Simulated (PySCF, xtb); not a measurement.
C₅H₄F₂O, SMILES C=C=C1CC(F)(F)O1.

Harmonic wavenumbers (cm⁻¹) from GFN2-xTB run with xtb at its own minimum, in rising order: 63, 135, 235, 303, 351, 389, 443, 480, 575, 591, 613, 789, 865, 882, 959, 964, 1008, 1042, 1117, 1120, 1157, 1238, 1330, 1407, 1479, 2112, 3026, 3028, 3071, 3080.

Problem. What does PBE-D3(BJ)/def2-SVP run with PySCF give at its own minimum? (An estimate is asked for; the answer gives what the named calculation found.)

Solution. 62, 149, 222, 314, 407, 408, 464, 492, 591, 607, 626, 784, 868, 877, 945, 969, 991, 1021, 1111, 1174, 1238, 1265, 1309, 1380, 1460, 2058, 3030, 3031, 3103, 3110. Paired by order, the mean absolute difference is 21 cm⁻¹ and the zero-point energies are 48.4 and 48.7 kcal/mol.
